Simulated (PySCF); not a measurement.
SMILES [CH3][InH][CH3] (B3LYP/def2-SVP optimised geometry):

```
10

In    -0.379     0.604     0.000
H     -1.226     2.140     0.000
C      1.813     0.604     0.000
H      2.187     1.155    -0.878
H      2.221    -0.417    -0.017
H      2.183     1.122     0.900
C     -1.549    -1.250     0.005
H     -2.221    -1.268    -0.868
H     -2.176    -1.289     0.910
H     -0.904    -2.140    -0.021
```

Calculation: PySCF with B3LYP/def2-TZVP, def2 effective core potentials past Kr.

What are the frontier orbital energies and the dipole moment?

HOMO-2 -10.54 eV, HOMO-1 -7.27 eV, HOMO -6.96 eV, LUMO -1.53 eV, LUMO+1 -0.22 eV; dipole moment 0.58 D.

On the same geometry PySCF with PBE/def2-TZVP, def2 effective core potentials past Kr gives HOMO-2 -9.28 eV, HOMO-1 -6.30 eV, HOMO -6.06 eV, LUMO -1.96 eV, LUMO+1 -0.70 eV; dipole moment 0.61 D.
